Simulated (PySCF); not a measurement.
Compound: C₆H₅NOSi (charge +1 and doublet state).
Geometry (GFN2-xTB, Å), atoms numbered from 1 in this order:
```
atom  x, y, z in Å
C1    -3.4664    0.5499    1.0836
C2    -2.6776    0.0507    0.3176
Si3   -1.5288   -0.7486   -0.8601
C4    -0.1874   -1.4566    0.7995
O5    -0.6379   -2.4316    1.2616
C6     0.8099   -0.5486    0.8512
C7     1.6711    0.3266    0.8540
C8     2.6759    1.3048    0.7369
N9     3.6659    1.2589   -0.0345
H10   -4.1564    0.9917    1.7490
H11   -1.8815   -2.0614   -1.3770
H12   -0.6682    0.1524   -1.6186
H13    2.5371    2.1942    1.3496
H14    3.8436    0.4171   -0.5748
```

The hyperfine couplings belong to this conformer and change with its torsions.

The species is `[H]/N=C\C#CC(=O)[SiH2][C]=[CH+]` [radical] (charge +1).

Theory: UKS B3LYP, pcH-1 on C H N O Si, non-relativistic, mean-field spin-orbit, GIAO (PySCF 2.14.0). The structure is a single GFN2-xTB conformer in the gas phase; no vibrational or solvent corrections. Couplings are sensitive to structure, and on GFN2-xTB geometries they can be far from those on DFT ones, by a factor of two or more for some ions and for spin on atoms past the first row. No stability test was run, so a lower SCF solution isn't excluded.

Principal values of hyperfine tensors in MHz (contact, dipolar and spin–orbit terms together), for some of the nuclei:

```
atom  isotope       A1      A2      A3
  C6      13C    82.35   96.45  117.80
 Si3     29Si  -112.31  -26.08  -25.59
  O5      17O  -145.84   26.70   33.91
  C7      13C     8.28    9.62   57.28
 H12       1H    16.02   19.84   25.21
  C4      13C    -3.03    5.25   52.08
 H11       1H    10.48   14.41   20.22
  C1      13C     1.36    2.14   27.34
```

Question: Split each tensor into its isotropic and traceless parts, and turn a_iso into mT with g = 2.0025.

Answer: a_iso = (A1 + A2 + A3)/3, Ti = Ai − a_iso; 1 mT corresponds to 28.027 MHz. The tensors hold a spin–orbit part: the run splits a_iso into a_FC + a_SO, and T includes its anisotropic share.

```
atom  a_iso (MHz)    a_FC   a_SO  a_iso (mT)       T1      T2     T3
  C6        98.87   98.87   0.00       3.528   -16.52   -2.42  18.93
 Si3       -54.66  -54.86   0.20      -1.950   -57.65   28.58  29.07
  O5       -28.41  -28.52   0.11      -1.014  -117.43   55.11  62.32
  C7        25.06   25.25  -0.19       0.894   -16.78  -15.44  32.22
 H12        20.36   20.35   0.00       0.726    -4.33   -0.51   4.85
  C4        18.10   18.25  -0.15       0.646   -21.13  -12.85  33.98
 H11        15.04   15.03   0.01       0.536    -4.56   -0.62   5.18
  C1        10.28   10.30  -0.02       0.367    -8.92   -8.14  17.06
```

Question: What spin density at the nucleus of C6 lies behind its contact coupling (g_N = 1.40482)?

Answer: a_FC = 800.24 MHz bohr³ × g_N × ρ(0)/(2S). With a_FC = 98.87 MHz and 2S = 1, ρ(0) = 0.08794 bohr⁻³.

Question: C8 (13C, g_N = 1.40482) isn't in the table. Its spin density at the nucleus is -0.01015 bohr⁻³. What is its contact coupling?

Answer: By the same relation, a_FC = -11.41 MHz. Its full tensor has the principal values -20.69, -7.93, -5.61 MHz.

Question: Which nucleus of the table has the largest anisotropic coupling, and what is its form?

Answer: O5: -117.4, 55.1, 62.3 MHz (the dipolar term alone has -117.3, 55.3, 62.0), nearly axial, close to the ratio +1:+1:−2, the form that spin in one p orbital centred on that nucleus gives (the nuclear moment is negative).

Question: What first-order splitting does O5 cause when the field lies along A1, A2 or A3 of its tensor (g taken as isotropic, no quadrupole term)?

Answer: 6 lines (I = 5/2), spaced by |A_i|/(g × 13.996): 5.20, 0.95, 1.21 mT along the axes of A1, A2 and A3.

The SMILES draws the unpaired electron on C2; the largest computed Mulliken spin population is on O5 (0.34 against -0.03).
